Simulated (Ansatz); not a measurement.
Reaction (SMILES): [NH-][Si](N)(O)O -> N[Si](N)([O-])O
Each molecule is optimised on its own at B3LYP-D3(BJ)/def2-TZVP (Ansatz, a quantum-chemistry and plane-wave program), one conformer each, not searched for the lowest. Frequencies are from Ansatz.

Property: isomerisation energy (enthalpy at 298 K, with B3LYP-D3(BJ) rigid-rotor harmonic-oscillator terms), in kJ/mol. Valence correlation only, unless marked. No spin-orbit coupling. Non-relativistic. Anions need diffuse functions: aug- sets have them; def2-D sets add few; the other sets have none. Basis-set limits of correlation are two-point, X^-3; Hartree-Fock from the larger set. [CCSD(T)-MP2]/basis is that difference in the basis named.

```tsv
level	program	isomerisation energy (kJ/mol)	minus last row
HF/cc-pVTZ	Ansatz	-71.1	-6.7
HF/aug-cc-pV(Q+d)Z	Ansatz	-68.1	-3.7
r2SCAN/def2-TZVPD	Ansatz	-66.1	-1.7
B97M-V/def2-TZVPD	Ansatz	-66.1	-1.7
B3LYP-D3(BJ)/def2-TZVPD	Ansatz + dftd3	-68.2	-3.8
PBE0-D4/def2-TZVPD	Ansatz + dftd4	-65.3	-0.9
r2SCANh-D4/def2-TZVPD	Ansatz + dftd4	-65.8	-1.4
r2SCANh/def2-TZVPD	Ansatz	-65.8	-1.4
wB97X-V/def2-TZVPD	Ansatz	-68.6	-4.2
RPA@PBE/cc-pV(Q+d)Z	Ansatz	-66.5	-2.1
MP2/STO-3G	Ansatz	-33.2	31.2
MP2/aug-cc-pV(D+d)Z	Ansatz	-61.5	2.9
MP2/cc-pVTZ	Ansatz	-68.5	-4.1
RI-MP2/cc-pV(T+d)Z	Ansatz	-70.6	-6.2
RI-MP2/cc-pV(Q+d)Z	Ansatz	-68.2	-3.8
SCS-MP2/cc-pwCVTZ	Ansatz	-72.7	-8.3
CCSD/aug-cc-pV(D+d)Z	Ansatz	-61.2	3.2
CCSD/cc-pV(D+d)Z	Ansatz	-71.7	-7.3
CCSD/aug-cc-pV(T+d)Z	Ansatz	-66.1	-1.7
CCSD(T)/STO-3G	Ansatz	-34.1	30.3
RI-MP2/CBS(aug-cc-pV(T+d)Z,aug-cc-pV(Q+d)Z)+[CCSD(T)-MP2]/aug-cc-pV(T+d)Z	Ansatz	-64.4	0.0
```
